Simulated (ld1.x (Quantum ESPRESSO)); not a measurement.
# Pseudopotential generation for Ta: ultrasoft, PBE, fully relativistic.

ld1.x (Quantum ESPRESSO) 7.5 was run on this input:

```
&input
   title='Ta', zed=73., rel=2, dft='PBE', iswitch=3,
   config='[Xe] 4f14 5d3 6s2 6p0', rel_dist='average',
   nld=7, rlderiv=2.60, eminld=-7.0, emaxld=5.0, deld=0.02
 /
 &inputp
   pseudotype=3, tm=.true., lloc=-2, rcloc=0.85,
   nlcc=.true., new_core_ps=.true., rcore=0.50,
   which_augfun='PSQ', rmatch_augfun_nc=.true.,
   file_pseudopw='Ta.UPF', file_wfcaegen='ae.wfc', file_wfcncgen='nc.wfc', file_beta='beta', file_chi='chi', file_wfcusgen='us.wfc'
 /
8
5S  1  0   2.00   0.00  1.40  1.60  0.0
6S  2  0   2.00   0.00  1.40  1.60  0.0
5P  2  1   6.00   0.00  1.85  2.00  0.0
6P  3  1   0.00   0.00  1.85  2.00  0.0
5D  3  2   3.00   0.00  1.95  2.40  0.0
5D  3  2   0.00   2.30  1.95  2.40  0.0
4F  4  3  14.00   0.00  0.80  1.00  0.0
4F  4  3   0.00   2.65  0.80  1.00  0.0
 &test
   configts(1)='4f14 5s2 5p6 5d3 6s2 6p0'
 /
```

Command:

```bash
ld1.x < Ta.in > Ta.out
```

Output (shortened: banner, matrices, multipoles, cross overlaps and the repeated all-electron block are left out):

```
[... start of the log left out ...]
     Wfc 5P LC norm =  0.99967727 SC norm =  0.00032269 missing  0.00000004

     Wfc 5P LC norm =  0.99972485 SC norm =  0.00027490 missing  0.00000025

     Wfc 6P LC norm =  0.99997861 SC norm =  0.00002092 missing  0.00000047

     Wfc 6P LC norm =  0.99998289 SC norm =  0.00001417 missing  0.00000295

     Wfc 5D LC norm =  0.99989261 SC norm =  0.00010736 missing  0.00000003

     Wfc 5D LC norm =  0.99990207 SC norm =  0.00009352 missing  0.00000441

     Wfc 4F LC norm =  0.99908751 SC norm =  0.00091249 missing  0.00000000

     Wfc 4F LC norm =  0.99910888 SC norm =  0.00089110 missing  0.00000002
      Wfc-us  5S rcutus= 1.583  Estimated cut-off energy=    21.38 Ry
      Wfc-us  6S rcutus= 1.583  Estimated cut-off energy=    41.31 Ry
      Wfc-us  5P rcutus= 1.983  Estimated cut-off energy=    21.88 Ry
      Wfc-us  5P rcutus= 1.983  Estimated cut-off energy=    21.51 Ry
      Wfc-us  6P rcutus= 1.983  Estimated cut-off energy=    40.59 Ry
      Wfc-us  6P rcutus= 1.983  Estimated cut-off energy=    38.99 Ry
      Wfc-us  5D rcutus= 2.422  Estimated cut-off energy=    19.64 Ry
      Wfc-us  5D rcutus= 2.422  Estimated cut-off energy=    19.56 Ry
      Wfc-us  5D rcutus= 2.422  Estimated cut-off energy=    36.64 Ry
      Wfc-us  5D rcutus= 2.422  Estimated cut-off energy=    36.34 Ry
      Wfc-us  4F rcutus= 1.010  Estimated cut-off energy=   156.78 Ry
      Wfc-us  4F rcutus= 1.010  Estimated cut-off energy=   156.59 Ry
      Wfc-us  4F rcutus= 1.010  Estimated cut-off energy=   260.61 Ry
      Wfc-us  4F rcutus= 1.010  Estimated cut-off energy=   258.75 Ry

 %%%%%%%%%%%%%%%%%%%%%%%%%%%%%%%%%%%%%%%%%%%%%%%%%%%%%%%%%%%%%%%%%%%%%%%%%%%%%%
     Error in routine find_q (1):
     problem finding q
 %%%%%%%%%%%%%%%%%%%%%%%%%%%%%%%%%%%%%%%%%%%%%%%%%%%%%%%%%%%%%%%%%%%%%%%%%%%%%%

     stopping ...
```

The run stopped because no Bessel wave vectors were found that match the logarithmic derivative at the chosen radius.

The run took about 0.83 s on one core of a shared server CPU.
